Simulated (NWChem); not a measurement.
C2H6BFO; SMILES C(B(F)O)C

```xyz
11

B      0.0037     0.6286     0.0000
F     -0.6703     1.7845     0.0000
C     -0.8000    -0.7323     0.0000
C      0.0477    -2.0141     0.0000
H     -1.4740    -0.7251    -0.8694
H     -1.4740    -0.7251     0.8694
H      0.6929    -2.0715     0.8868
H      0.6929    -2.0715    -0.8868
H     -0.5740    -2.9160     0.0000
O      1.3589     0.7387     0.0000
H      1.7930    -0.1258     0.0000
```
Atoms are numbered in this order, from 1.

Results from NWChem. Medium grid unless said otherwise, to which SCAN and Minnesota functionals are sensitive. Structure relaxed at the B3LYP/6-31G* (spherical d) level.

### Question
Among these, which level gives the highest value of “orbital gap (eV)”?
(A) B3LYP/def2-TZVP
(B) Hartree-Fock/def2-TZVP
(C) r2SCAN/def2-TZVP
(D) TPSSh/def2-TZVP

### Answer
B, Hartree-Fock/def2-TZVP. Values: r2SCAN/def2-TZVP 8.15; TPSSh/def2-TZVP 8.48; B3LYP/def2-TZVP 8.98; Hartree-Fock/def2-TZVP 15.73
